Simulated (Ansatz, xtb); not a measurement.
Species: ZrCl3, net charge 1, singlet state. The spin state was set by rule; other spins were not relaxed. 
Structure (B3LYP-D3(BJ)/def2-TZVP (Ansatz, a program for electronic structure) minimum search):
```
Zr
Cl 1 2.2691
Cl 1 2.2691 2 108.88
Cl 1 2.2691 2 108.88 3 118.57
```
Charge +1, spin multiplicity 1.

Harmonic wavenumbers from GFN2-xTB (xtb, at its own minimum), cm⁻¹: 117, 117, 125, 389, 413, 413.

Task: Give the harmonic wavenumbers at B3LYP-D3(BJ)/def2-TZVP (Ansatz, finite differences of forces, unscaled).

Result: 94, 115, 115, 438, 468, 468 cm⁻¹. Zero-point energy 2.4 kcal/mol.

Task: From these and the geometry, give the ideal-gas thermochemistry at 298.15 K and 1 atm (rigid rotor, harmonic oscillator).

Result: Point group C3v, rotational symmetry number 3. Rotational constants 1.863, 1.863, 1.046 GHz. S(trans) 41.75, S(rot) 26.69, S(vib) 12.26, S(elec, spin only) 0.00, S 80.7 cal/(mol K). H(298) - H(0) 4.21 kcal/mol; G - E(el) -17.4 kcal/mol.
